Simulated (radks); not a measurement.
Initial-state core-level shifts of the tellurium ion Te+ when its valence configuration changes from [Kr] 4d10 5s2 5p3. Method: scalar-relativistic Kohn-Sham, PBE, spin-polarised, spherical densities, point nucleus; open shells are filled with parallel spins first (spin-orbit coupling, left out, can overturn this in heavy ions); computed with a radial shooting solver on a logarithmic mesh with Libxc functionals. Shifts are changes of the shell-averaged eigenvalues in eV (positive: less bound).

valence	2p	3s	3d	4s
4d10 5p5	-3.026	-3.073	-3.069	-3.024
4d10 5s1 5p4	-1.449	-1.476	-1.473	-1.457
4d9.5 5p5.5	-7.737	-7.578	-7.619	-6.818
4d10 5s0.5 5p4.5	-2.268	-2.304	-2.301	-2.269
4d9.5 5s1 5p4.5	-6.253	-6.072	-6.115	-5.341
4d9.5 5s2 5p3.5	-4.841	-4.633	-4.678	-3.927
4d8 5s2 5p5	-19.642	-18.689	-18.889	-15.532
4d9 5s2 5p4	-9.726	-9.290	-9.383	-7.824
4d9 5s1 5p5	-11.105	-10.695	-10.786	-9.198
